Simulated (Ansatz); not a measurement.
Computed with Ansatz on PBE0-D4/def2-TZVP structures; ΔE is electronic, products minus reactants. CCSD(T)/CBS adds triple-zeta CCSD(T) − MP2 to the extrapolated MP2 energy (def2 sets, frozen cores). This one scheme is used for every species. Functionals use def2-TZVPP. For Ge outer-core shells are correlated without core-valence functions, which leaves a few kJ/mol of doubt a bond. Scalar relativity is left out up to krypton. One conformer a species, not always the lowest.

`[F][Ge][N]([SiH3])[SiH3]` + `CS[Si]Cl` → `C[S][Ge][F]` + `[SiH3]N([SiH3])[Si]Cl`  (redistribution)

`[F][Ge][N]([SiH3])[SiH3]`:

```xyz
11

F    -0.076   -2.373   -1.678
Ge   -0.946   -0.844   -1.896
N    -0.241   -0.064   -0.384
Si   -0.706    1.559    0.036
Si    0.890   -0.935    0.636
H    -1.663    2.023   -1.006
H    -1.370    1.606    1.365
H     0.468    2.470    0.062
H     0.274   -2.151    1.218
H     1.244   -0.004    1.745
H     2.127   -1.288   -0.099
```

`CS[Si]Cl`:

Z-matrix (Å, degrees):
```
C
S 1 1.809
H 1 1.089 2 108.2
H 1 1.089 2 108.3 3 118.6
H 1 1.088 2 110.7 3 -120.7
Si 2 2.122 1 113.1 3 121.2
Cl 6 2.097 2 103.6 1 -0.0
```

`C[S][Ge][F]`:

```xyz
7

C     0.372   -0.833   -0.088
S     0.969    0.587    0.866
Ge   -0.504    2.226    0.555
F    -1.629    1.379   -0.516
H     1.138   -1.106   -0.813
H     0.210   -1.664    0.597
H    -0.556   -0.588   -0.600
```

`[SiH3]N([SiH3])[Si]Cl`:

```xyz
11

Si    0.106    1.040    0.967
N    -0.395   -0.145   -0.237
Si    0.850   -1.209   -0.867
Si   -1.992   -0.353   -0.849
Cl   -3.006    1.145    0.240
H     1.567    0.823    1.154
H    -0.115    2.422    0.486
H    -0.581    0.816    2.260
H     1.919   -0.420   -1.529
H     0.199   -2.109   -1.854
H     1.449   -2.010    0.230
```

| species | RPA@PBE/def2-TZVPP energy (Eh) |
| --- | --- |
| `[F][Ge][N]([SiH3])[SiH3]` | -2812.27502 |
| `CS[Si]Cl` | -1186.70925 |
| `C[S][Ge][F]` | -2613.33277 |
| `[SiH3]N([SiH3])[Si]Cl` | -1385.65977 |

Q: Work out ΔE.

A: ΔE = (-2613.33277) + (-1385.65977) − (-2812.27502) − (-1186.70925) = -0.00827 Eh = -0.23 eV. CCSD(T)/CBS gives -0.22 eV.

Largest T1 diagnostic among the species: 0.015.

In def2-TZVPP, CCSD(T) changes the Hartree–Fock value by +0.04 eV (the triples alone add +0.01 eV) and MP2 by +0.05 eV. Leaving LDA and LC-ωPBE aside and taking each functional with its dispersion term where it has one, the values, not all of them listed here, spread over 0.05 eV, from BHLYP-D4 to B97M-V.
